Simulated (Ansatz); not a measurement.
C₂H₂F, charge -1, singlet, geometry from GFN2-xTB (a gas-phase anion, which may not be bound at this level).

Input for Ansatz (a quantum-chemistry and plane-wave program):
Ansatz 0.2 input:
```yaml
crystal:
  periodic: [false, false, false]
  atoms:
    - {symbol: C, position_ang: [0.12287813, 0.40730308, -0.00331883]}
    - {symbol: C, position_ang: [1.24949282, -0.26376349, -0.03891045]}
    - {symbol: F, position_ang: [-1.12740689, -0.31305432, 0.03446280]}
    - {symbol: H, position_ang: [-0.19677651, 1.48659008, 0.00782128]}
    - {symbol: H, position_ang: [2.10921281, 0.46966118, -0.06461080]}
basis:
  gaussian:
    orbitals: cc-pVDZ
total_charge: -1
magnetization: {spin_polarized: false}
correlation: {method: mp2}
```

Q: Predict the number of basis functions from Ansatz with MP2/cc-pVDZ.

A: 52

Q: Predict the total energy from MP2/cc-pVDZ.

A: -176.6827 Eh

Q: What is the computed MP2 correlation energy (MP2/cc-pVDZ)?

A: -0.4555 Eh

A gas-phase anion may not be bound at this level; its values then depend on the basis.
